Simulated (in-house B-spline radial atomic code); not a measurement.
Values are calculated unless marked as measured or tabulated.
**W ion on O atom: potential, deflection and energy transfer**

The pair potential comes from two frozen, spherical free-atom densities (PBE, B-spline radial code, scalar-relativistic past argon): electrostatics plus the change in Thomas-Fermi kinetic and Dirac exchange energy where they overlap, the recipe behind the universal ZBL potential, which averages such potentials (from solid-state densities) over many pairs. It is written V = (Z1 Z2 e²/r) φ(r/a), with e² = 14.3996 eV·Å and a = 0.46850 Å/(Z1^0.23 + Z2^0.23); ZBL's fit is φ = 0.18175 e^(−3.1998x) + 0.50986 e^(−0.94229x) + 0.28022 e^(−0.4029x) + 0.02817 e^(−0.20162x). Where φ falls below 4e-4 it is continued as an exponential.

Masses 183.84 and 16.0 u.

| x = r/a | φ, this pair | φ, ZBL |
| --- | --- | --- |
| 0.1 | 0.8763 | 0.8928 |
| 0.25 | 0.7465 | 0.7647 |
| 0.5 | 0.5954 | 0.6096 |
| 1 | 0.4041 | 0.4164 |
| 1.5 | 0.29 | 0.2995 |
| 2 | 0.214 | 0.2218 |
| 3 | 0.125 | 0.1292 |
| 4 | 0.0783 | 0.08026 |
| 5 | 0.05213 | 0.05224 |
| 6.5 | 0.02985 | 0.02914 |
| 8 | 0.01764 | 0.01705 |
| 10 | 0.009092 | 0.008778 |
| 12 | 0.004816 | 0.00474 |
| 14.5 | 0.002257 | 0.002328 |
| 17 | 0.001113 | 0.001212 |
| 20 | 0.000502 | 0.0005882 |

At x = 2 the electrostatic, kinetic and exchange parts are 4802.76, 3772.83 and -194.28 eV. Find r, V and φ.

a = 0.46850/(2.6911 + 1.6133) = 0.10884 Å, so r = 0.21769 Å. V = 4802.76 + 3772.83 + (-194.28) = 8381.31 eV. The bare repulsion is 74 × 8 × 14.3996/0.21769 = 39160 eV, so φ = 0.2140, -3.5 % against ZBL's 0.2218. The kinetic (Pauli) term is 45 % of V here.

The ion comes in at 97.82 keV with impact parameter 0.0544 Å. The scattering integral gives a centre-of-mass angle of 139.2° and a closest approach of 2.118 a. What are the reduced energy, the energy passed on and the laboratory angles?

ε = E a M2/(Z1 Z2 e² (M1 + M2)) = 97820 × 1.0223e-06 = 0.1. The most that one collision can pass on is γE with γ = 4 M1 M2/(M1 + M2)² = 0.2946. Here T = γE sin²(θ/2) = 0.2946 × 97820 × 0.8783 = 25310 eV. The ion turns by arctan(sin θ/(cos θ + M1/M2)) = 3.5°, and the struck atom leaves at (180° − θ)/2 = 20.4°. The closest approach is 0.231 Å. With ZBL the angle would be 139.86° and T = 25430 eV.
